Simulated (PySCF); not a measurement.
C4H5FN2.
Numbering: `[CH3:1][n:2]1[n:3][cH:4][cH:5][c:6]1[F:7]` (hydrogens: H8, H9, H10 on C1; H11 on C4; H12 on C5)

Computed by this run: PBE0-D3(BJ)/def2-SVP geometry optimisation, gas phase in PySCF; density fitting, grid level 1; the optimiser is geomeTRIC in internal coordinates, started from a GFN2-xTB structure.

Step 3: E = -9907.3768 eV
```
atom  x, y, z in Å  |  force x, y, z in eV/Å
C1     -1.8106   -0.3313   -0.0600   -0.017   0.043  -0.047
N2     -0.3815   -0.1811   -0.0198   -0.175  -0.056   0.095
N3      0.3986   -1.1977    0.3655    0.040   0.047  -0.140
C4      1.6319   -0.7176    0.3399   -0.040   0.108   0.073
C5      1.6670    0.6428   -0.0454    0.120   0.046  -0.036
C6      0.3407    0.9332   -0.2655    0.031  -0.108   0.088
F7     -0.2568    2.0485   -0.6326    0.020  -0.086   0.001
H8     -2.0720   -1.2122   -0.6617    0.006   0.001  -0.001
H9     -2.2153   -0.4574    0.9550    0.000  -0.001   0.002
H10    -2.2461    0.5657   -0.5162   -0.023   0.006   0.001
H11     2.4688   -1.3594    0.6126    0.017  -0.002  -0.006
H12     2.5160    1.3123   -0.1428    0.021   0.004  -0.030
```

Step 4: E = -9907.3790 eV
```
atom  x, y, z in Å  |  force x, y, z in eV/Å
C1     -1.8133   -0.3292   -0.0608    0.004  -0.001  -0.028
N2     -0.3832   -0.1872   -0.0164   -0.016   0.044   0.067
N3      0.4022   -1.2004    0.3659    0.037  -0.001  -0.098
C4      1.6334   -0.7143    0.3404    0.043  -0.016   0.092
C5      1.6713    0.6456   -0.0450   -0.047  -0.045  -0.021
C6      0.3419    0.9251   -0.2613   -0.025   0.039   0.028
F7     -0.2594    2.0368   -0.6307   -0.005  -0.004  -0.017
H8     -2.0775   -1.2082   -0.6641    0.002  -0.002  -0.001
H9     -2.2213   -0.4545    0.9530    0.000  -0.003   0.001
H10    -2.2439    0.5704   -0.5169   -0.004   0.000   0.004
H11     2.4718   -1.3556    0.6108    0.010  -0.004  -0.003
H12     2.5186    1.3172   -0.1458    0.000  -0.007  -0.024
```

**Question.** Estimate the geometry and energy of step 5. (The exact step hangs on the optimiser's Hessian estimate; all steps are aligned on step 4, rigid shifts and turns removed.)

**Answer.** E = -9907.3787 eV, largest force 0.166 eV/Å
```
atom  x, y, z in Å  |  force x, y, z in eV/Å
C1     -1.8142   -0.3278   -0.0613    0.011  -0.039  -0.010
N2     -0.3841   -0.1860   -0.0107    0.073   0.007   0.017
N3      0.4062   -1.2007    0.3592   -0.066  -0.062   0.107
C4      1.6375   -0.7138    0.3501   -0.094   0.030  -0.133
C5      1.6691    0.6427   -0.0463    0.061   0.075   0.066
C6      0.3393    0.9273   -0.2533    0.025  -0.029  -0.047
F7     -0.2615    2.0356   -0.6322    0.000   0.018   0.005
H8     -2.0755   -1.2026   -0.6717   -0.002  -0.002  -0.001
H9     -2.2256   -0.4606    0.9503   -0.001  -0.005  -0.002
H10    -2.2445    0.5749   -0.5122    0.010  -0.003   0.003
H11     2.4774   -1.3553    0.6171   -0.014   0.004  -0.009
H12     2.5167    1.3120   -0.1601   -0.003   0.008   0.003
```

The energy changes by +0.0003 eV. The first-order estimate −F·Δx gives -0.0034 eV and the mean of the old and new forces, exact on a quadratic surface, +0.0002 eV. The step makes an angle of 51° with the force vector and moves no atom by more than 0.015 Å.

What follows is the cost of the whole optimisation. The run took about 2.3 min of CPU time (one thread, shared machine).
